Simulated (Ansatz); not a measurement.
Born–Oppenheimer molecular dynamics of CH5ClSn (8 atoms, charge 0, multiplicity 1). It starts from a relaxed structure.

Method: RKS LDA/def2-SVP (Ansatz 0.2.0).

```json
{"ensemble": "NVE (velocity Verlet)", "time step": "0.5 fs", "steps asked": "150", "starting velocities drawn for": "3000 K", "seed": "552744"}
```

First frame:

```xyz
8
Properties=species:S:1:pos:R:3
Sn -0.070 0.003 0.027
H 0.073 0.024 1.739
Cl 2.135 -0.051 -0.794
H -0.757 1.456 -0.581
C -1.011 -1.755 -0.718
H -1.515 -2.294 0.109
H -1.751 -1.486 -1.498
H -0.226 -2.403 -1.159
```

Task: How far do the bonds stretch over the last three quarters of this one trajectory? (Pairs bonded in most of those frames.)

Result: 
```csv
bond,mean (Å),spread (Å),shortest,longest
Sn1–H2,1.755,0.118,1.57,1.93
Sn1–Cl3,2.360,0.054,2.29,2.43
Sn1–H4,1.745,0.114,1.56,1.90
Sn1–C5,2.177,0.166,1.93,2.41
C5–H6,1.121,0.040,1.06,1.19
C5–H7,1.135,0.050,1.04,1.21
C5–H8,1.135,0.059,1.02,1.22
```

Mean temperature of the second half: 1699 K. The conserved energy stayed within 1.2 meV per atom of its start (net change 0.83 meV per atom), so the integration is sound. Over the second half the temperature averaged 0.57 of the 3000 K drawn at the start: a run that starts near a minimum puts about half its kinetic energy into the potential. A run of 0.075 ps of so small a system gives no equilibrium averages.

Time of the run: 120 s on 1 thread of Intel(R) Xeon(R) 6975P-C (Granite Rapids) (shared host), peak memory 0.13 GiB.
